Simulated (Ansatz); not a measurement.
Ideal-gas functions of C2H2ClGaO2 (`C#C[O][Ga]([OH])[Cl]`) at 500 K and 1 bar, from an Ansatz frequency run at PBE0-D4/def2-TZVP.

Molar mass 163.21 g/mol, point group Cs (symmetry number 1), electronic degeneracy 1, moments of inertia 178.311, 321.546, 499.857 u Å². Harmonic wavenumbers (cm⁻¹, unscaled): 58, 69, 149, 168, 186, 344, 432, 469, 472, 563, 580, 630, 741, 871, 1174, 2282, 3502, 3884.

Use S(trans) = R[1.5 ln M + 2.5 ln T − 1.1517]; rotational temperatures θ = 24.2544 K / I; S(rot) = R[ln(√π/σ · √(T³/θAθBθC)) + 1.5]; for each mode x = 1.438777 ν̃/T, S = R[x/(eˣ − 1) − ln(1 − e⁻ˣ)] and H = RT x/(eˣ − 1); 1 cm⁻¹ = 0.0119627 kJ/mol; R = 8.31446 J/(mol·K).

Task: By hand: the entropy, in J/(mol·K).

Result: Translation 183.1. Rotation: θ = 0.136, 0.0754, 0.0485 K, giving 126.4. Vibration, mode by mode: 23.21, 21.77, 15.42, 14.44, 13.61, 8.73, 7.02, 6.43, 6.38, 5.16, 4.96, 4.42, 3.43, 2.56, 1.28, 0.09, 0.00, 0.00, in all 138.9. Electronic 0.0. Sum 448.4 J/(mol·K).

Task: By hand: H − E and G − E in kJ/mol, counted from the electronic energy.

Result: Zero-point energy ½ × 16574 × 0.0119627 = 99.1; thermal vibration 33.1; translation, rotation and pV give 4 RT = 16.6. H − E = 148.8 kJ/mol, and G − E = 148.8 − 500 × 448.4/1000 = -75.4 kJ/mol.

Vibration gives 31 % of the entropy, 60.4 J/(mol·K) of it from the modes under 150 cm⁻¹: soft modes count most, and the harmonic formula is weakest for them. The sum counts one conformer and one mirror image; others add a mixing term.
